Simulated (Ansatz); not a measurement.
Compare A (`C[CH]([AlH2])CO`) with its isomer B (`CC(C)[O][AlH2]`).

Gas-phase electronic energies from Ansatz, PBE0-D4/def2-TZVP geometries. CCSD(T)/CBS adds triple-zeta CCSD(T) − MP2 to the extrapolated MP2 energy (def2 sets, frozen cores). Functionals use def2-TZVPP. B3LYP here is the variant with VWN-RPA as its local correlation; programs differ in this. One conformer a species, not always the lowest.

A:

```xyz
14

C    -0.150    0.872    1.235
C     0.402    0.081    0.046
Al    1.081   -1.694    0.557
C    -0.564    0.038   -1.115
O    -0.811    1.361   -1.568
H    -1.065    0.413    1.627
H     0.567    0.919    2.059
H    -0.400    1.895    0.947
H     1.305    0.603   -0.317
H     0.915   -2.950   -0.407
H     1.842   -1.859    1.943
H    -1.507   -0.435   -0.798
H    -0.154   -0.572   -1.933
H    -1.460    1.328   -2.275
```

B:

```xyz
14

C    -0.4675   -0.0300   -1.6735
C    -0.2231    0.5856   -0.3089
C    -1.2002    0.0661    0.7284
O     1.1116    0.3641    0.0640
Al    2.0561   -0.4094    1.2200
H     0.2595    0.3464   -2.3949
H    -0.3692   -1.1183   -1.6214
H    -1.4714    0.2070   -2.0342
H    -0.3557    1.6733   -0.3954
H    -1.0157    0.5214    1.7045
H    -1.1091   -1.0189    0.8360
H    -2.2286    0.2932    0.4373
H     3.6154   -0.2766    1.0149
H     1.3979   -1.2039    2.4232
```

**Question.** Which isomer does CCSD(T)/CBS put lower? Give the gap. (Best estimate.)

**Answer.** The calculation gave: B, by 174.3 kJ/mol.

**Question.** Give E(B) − E(A) in kJ/mol with B3LYP, r2SCAN-D4, MP2/def2-TZVPP, CCSD(T)/def2-TZVPP, PBE0-D4, HF/def2-TZVPP, B2PLYP. (Estimate.)

**Answer.** Computed: B3LYP -178.4, r2SCAN-D4 -177.9, MP2/def2-TZVPP -177.3, CCSD(T)/def2-TZVPP -175.2, PBE0-D4 -166.5, HF/def2-TZVPP -188.1, B2PLYP -180.0. None reverses the order clearly.

Largest T1 diagnostic: 0.012.

In def2-TZVPP, CCSD(T) changes the Hartree–Fock value by +12.9 kJ/mol (the triples alone add +1.5 kJ/mol) and MP2 by +10.8 kJ/mol.
